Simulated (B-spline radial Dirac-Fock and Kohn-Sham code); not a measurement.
**Nb⁵⁺: non-radiative channels of the 2s vacancy**

System: niobium as Nb⁵⁺, configuration [Ar] 3d10 4s2 4p6, inside a Watson sphere of charge -5 and radius 2.2 Å (a model of the Madelung potential; inside it an electron's potential energy is raised by 32.7 eV).

Method: a relativistic independent-particle model: LDA orbitals of the hole state, radiative multipoles to third order, Auger rates from the Coulomb interaction with a continuum orbital, Dirac-Fock energies. Computed with a radial finite-basis atomic code. Kinetic energies are configuration averages from the vacuum level; the two-hole energies are estimated from single-hole states.

| transition | kinetic energy (eV) | width (meV) | share (%) |
| --- | --- | --- | --- |
| L1-L3M4 | 32.67 | 1610 | 28.3 |
| L1-L3M5 | 36.94 | 2290 | 40.1 |
| L1-L2N1 | 113.7 | 136 | 2.4 |
| L1-L2N3 | 147.0 | 115 | 2.0 |
| L1-L3N1 | 207.9 | 213 | 3.7 |
| L1-L3N3 | 241.5 | 187 | 3.3 |
| L1-M1M3 | 1789.9 | 133 | 2.3 |
| L1-M1M4 | 1944.7 | 102 | 1.8 |
| L1-M1M5 | 1947.6 | 148 | 2.6 |
| L1-M4M5 | 2210.2 | 204 | 3.6 |

Coster-Kronig rates are the weakest part of this model and often come out 1.5 to 2.5 times too large. The listed channels hold 90 % of the non-radiative rate. Summed by principal shells, of 5.70 eV in all: LLM 68.4 %, LMM 14.9 %, LLN 14.5 %, LMN 2.1 %.
